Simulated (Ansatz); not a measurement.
Relaxation of C2H2MgS (6 atoms, charge 0, multiplicity 1), to a largest force component of 0.02 eV/Å in at most 50 steps.

The calculation used RKS CAM-B3LYP-D4/STO-3G (Ansatz).

```xyz
6
Properties=species:S:1:pos:R:3
Mg -1.605 0.658 -1.534
C -0.192 -0.099 -0.247
C 0.651 -0.535 0.507
S 1.829 -1.215 1.550
H -2.712 1.282 -2.519
H 2.029 -0.090 2.243
```

Question: Where does it end, and by what steps?

Answer: The forces met the threshold. Limits of this set-up: minimal basis. After 3 steps the energy has fallen by 0.167 eV; H5 moved furthest, 0.12 Å.

```tsv
step	energy less start (eV)	largest force component (eV/Å)	accepted
0	0.0000	1.174	yes
1	-0.1618	0.270	yes
2	-0.1666	0.077	yes
3	-0.1668	0.015	yes
```

```xyz
6
Properties=species:S:1:pos:R:3
Mg -1.564 0.646 -1.489
C -0.229 -0.071 -0.280
C 0.611 -0.513 0.473
S 1.797 -1.212 1.515
H -2.632 1.230 -2.451
H 2.016 -0.080 2.233
```

Whether the end is a true minimum wasn't checked by a vibrational analysis.

Time of the run: 7.2 s on 1 thread of Arm Neoverse V1, with other jobs on the host, peak memory 0.12 GiB.
